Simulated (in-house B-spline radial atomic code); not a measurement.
Configurations of the argon ion Ar⁷⁺, with energies counted from [Ne] 3s1. Level of theory: Dirac-Hartree-Fock, average of configuration, Fermi nucleus of rms radius 3.4274 fm; calculated with a B-spline radial code for spherical atoms. Energies include first-order Breit, QED and recoil terms.

Occupations are held fixed; configurations that lie above the ionisation limit could autoionise.

| configuration | E - E(ref) (eV) | highest orbital | its <r> (bohr) |
| --- | --- | --- | --- |
| [Ne] 3d1 | 41.244 | 3d5/2 | 1.207 |
| [Ne] 4d1 | 86.145 | 4d5/2 | 2.487 |
| [Ne] 4f1 | 88.416 | 4f7/2 | 2.243 |
| [Ne] 5p1 | 102.79 | 5p3/2 | 3.959 |
| [Ne] 6f1 | 118.69 | 6f7/2 | 5.985 |
| [He] 2s2 2p5 3s1 6d1 | 369.07 | 6d5/2 | 6.055 |

Q: Order these further configurations by energy, lowest first.
A. [Ne] 5f1
B. [Ne] 3p1
C. [Ne] 7g1
D. [He] 2s2 2p5 3s1 5g1
E. [He] 2s2 2p5 3s2

A: B (17.591 eV), A (108.03 eV), C (125.15 eV), E (246.23 eV), D (359.59 eV).

Q: How far above the reference does [Ne] 6d1 lie?

A: 118 eV; its least bound orbital is 6d5/2 with <r> = 6.169 bohr.
